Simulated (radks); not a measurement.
Results of a calculation; reference values are marked as such.
Task: These are the eigenvalues of the occupied orbitals of an atom or ion with whole-number occupations (hartree). Code: a radial shooting solver on a logarithmic mesh with Libxc functionals. Model: scalar-relativistic Kohn-Sham, SCAN, spin-unpolarised, spherical densities, finite nucleus; meta-GGA in the generalised Kohn-Sham scheme; Fermi nuclear charge, rms radius of each element as measured or else 0.836 A^(1/3) + 0.57 fm.

orbital  eigenvalue
1s        -490.7055
2s        -64.23629
2p        -56.56284
3s         -8.98293
3p         -6.52910
3d         -2.49616
4s         -0.77018
4p         -0.30036

Which element is it, and in what charge state? The configuration may be excited.

Result: Z = 35, bromine, charge 0: Br in [Ar] 3d10 4s2 4p5. The list shows which subshells hold electrons but not how many an open one holds; the 1s level, -490.71 hartree, gives Z - s = 31.3 by -(Z - s)^2/2, which with screening and relativity narrows Z to a few neighbours, and the depths of the outer levels then fix element, charge and occupations together.
